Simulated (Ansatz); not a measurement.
Program: Ansatz. Geometries: PBE0-D4/def2-TZVP. ΔE: electronic, gas phase. CCSD(T)/CBS adds triple-zeta CCSD(T) − MP2 to the extrapolated MP2 energy (def2 sets, frozen cores). Functionals use def2-TZVPP. For Ge, Se outer-core shells are correlated without core-valence functions, which leaves a few kJ/mol of doubt a bond. Scalar relativity is left out up to krypton. One conformer a species, not always the lowest.

`F[SiH2][O][GeH2][Cl]` + H₂Se → `[Cl][GeH2][SeH]` + `O[SiH2]F`  (ligand exchange at a Ge–O bond)

| level | ΔE (eV) |
| --- | --- |
| PBE | -0.19 |
| CCSD/def2-TZVPP | -0.01 |

Question: What does CCSD(T)/CBS give? (Best estimate.)

Answer: Ansatz gave: -0.07 eV. The listed levels differ from it by -0.12, 0.06 eV.

Largest T1 diagnostic among the species: 0.011.

Leaving LDA and LC-ωPBE aside and taking each functional with its dispersion term where it has one, the values, not all of them listed here, spread over 0.17 eV, from PBE-D4 to CAM-B3LYP-D4. LDA lies +0.04 eV from PBE without D4. In def2-TZVPP, CCSD(T) changes the Hartree–Fock value by −0.06 eV (the triples alone add −0.01 eV) and MP2 by −0.11 eV.
